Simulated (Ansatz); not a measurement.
Cost and result for the atomization energy of `C/C(F)=C/Br` (9 atoms, 8 bonds).

```xyz
9

C    -0.913    0.769   -0.243
C     0.020   -0.379   -0.220
F    -0.313   -1.344   -1.082
C     1.092   -0.503    0.549
Br    2.219   -1.993    0.513
H    -0.944    1.210   -1.243
H    -1.925    0.437    0.006
H    -0.606    1.533    0.471
H     1.370    0.270    1.248
```

Total charge 0; spin multiplicity 1. Correlated methods include outer-core shells of Br, which these sets cover unevenly. Scalar relativity is left out up to krypton. The geometry is a stationary point of PBE0-D4/def2-TZVP. Program: Ansatz. All runs use 4 threads of an Arm Neoverse V1 on a shared host. Times are those of one run each, without the atoms' runs, and a repeat can differ threefold. Electronic energies, without spin–orbit coupling; frozen cores. CCSD(T)/CBS adds CCSD(T) − MP2 in def2-TZVPP to the MP2 limit, and its time is that of the two runs behind it. T1 = 0.010. With those shells the extrapolation isn't a true limit. B3LYP takes the VWN-RPA correlation (the form of Gaussian; ORCA's B3LYP/G).

CCSD(T)/CBS is a level of theory with its own doubt, some kJ/mol a heavy atom from the limit and from the frozen cores, so smaller differences don't rank the functionals.

| level | functions | wall time |
| --- | --- | --- |
| PBE-D4/def2-TZVPP (with forces) | 228 | 2.3 s |
| PBE0-D4/def2-TZVPP | 228 | 2.6 s |
| B3LYP-D4/def2-TZVPP (with forces) | 228 | 4.1 s |
| r2SCAN-D4/def2-TZVPP (with forces) | 228 | 4.4 s |
| B2PLYP/def2-TZVPP | 228 | 5.5 s |
| ωB97X-V/def2-TZVPP | 228 | 7 s |
| ωB97M-V/def2-TZVPP (with forces) | 228 | 10 s |
| MP2/def2-QZVPP | 437 | 21 s |
| CCSD(T)/def2-TZVPP | 228 | 2.7 min |
| CCSD(T)/CBS(def2) | – | 3 min |

**Question.** What atomization energy does each give, and how far from CCSD(T)/CBS? (Best estimate.)

**Answer.** The calculation gave: 
```json
{"level": "PBE-D4/def2-TZVPP (with forces)", "atomization (kcal/mol)": "869.1", "difference from CCSD(T)/CBS": "30.6", "per bond": "3.8"}
{"level": "PBE0-D4/def2-TZVPP", "atomization (kcal/mol)": "848.5", "difference from CCSD(T)/CBS": "10.0", "per bond": "1.3"}
{"level": "B3LYP-D4/def2-TZVPP (with forces)", "atomization (kcal/mol)": "837.8", "difference from CCSD(T)/CBS": "-0.7", "per bond": "-0.1"}
{"level": "r2SCAN-D4/def2-TZVPP (with forces)", "atomization (kcal/mol)": "844.8", "difference from CCSD(T)/CBS": "6.3", "per bond": "0.8"}
{"level": "B2PLYP/def2-TZVPP", "atomization (kcal/mol)": "830.5", "difference from CCSD(T)/CBS": "-8.0", "per bond": "-1.0"}
{"level": "ωB97X-V/def2-TZVPP", "atomization (kcal/mol)": "838.9", "difference from CCSD(T)/CBS": "0.4", "per bond": "0.0"}
{"level": "ωB97M-V/def2-TZVPP (with forces)", "atomization (kcal/mol)": "840.0", "difference from CCSD(T)/CBS": "1.5", "per bond": "0.2"}
{"level": "MP2/def2-QZVPP", "atomization (kcal/mol)": "850.8", "difference from CCSD(T)/CBS": "12.3", "per bond": "1.5"}
{"level": "CCSD(T)/def2-TZVPP", "atomization (kcal/mol)": "817.2", "difference from CCSD(T)/CBS": "-21.3", "per bond": "-2.7"}
{"level": "CCSD(T)/CBS(def2)", "atomization (kcal/mol)": "838.5", "difference from CCSD(T)/CBS": "0.0", "per bond": "0.0"}
```

From PBE to PBE0 (25 % exact exchange), in def2-TZVPP and without D4, the atomization energy moves by −19.9 kcal/mol: exact exchange takes away binding that semilocal exchange gives to molecules. In def2-TZVPP, CCSD(T) changes the Hartree–Fock value by +213.1 kcal/mol (the triples alone add +15.4 kcal/mol) and MP2 by +234.3 kcal/mol; breaking electron pairs costs correlation energy, which Hartree–Fock lacks. The D4 term adds +6.7 kcal/mol with B3LYP and +3.5 kcal/mol with PBE0; it sums over pairs of atoms, weighted by their polarisabilities, and B3LYP, whose exchange is more repulsive, gets the larger term.
